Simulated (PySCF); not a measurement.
N,N-disilylmethanamine (CH9NSi2), SMILES [SiH3]N(C)[SiH3]. Heavy atoms are numbered as in [SiH3:1][N:2]([CH3:3])[SiH3:4]. Hydrogens are named by the atom that carries them.

Geometry optimised at ωB97X-D3(BJ)/def2-SVP.

All values below come from PBE/pcSseg-1 (PySCF).

GIAO shieldings, no solvent; atoms alike by connectivity are averaged. δ = σ(ref) − σ: ²⁹Si against TMS (σ = 335.4 ppm); ¹⁵N against NH3 (σ = 267.0 ppm); ¹³C against TMS (σ = 182.0 ppm); ¹H against TMS (σ = 31.49 ppm), references at their B3LYP-D3(BJ)/def2-TZVP geometries, non-relativistic.

```
nucleus       atoms  count  δ (ppm)
-------  ----------  -----  -------
²⁹Si     Si1 (SiH3)      2    -42.6
¹⁵N              N2      1      6.6
¹³C        C3 (CH3)      1     40.0
¹H         H on Si1      6     5.10
¹H          H on C3      3     3.00
```
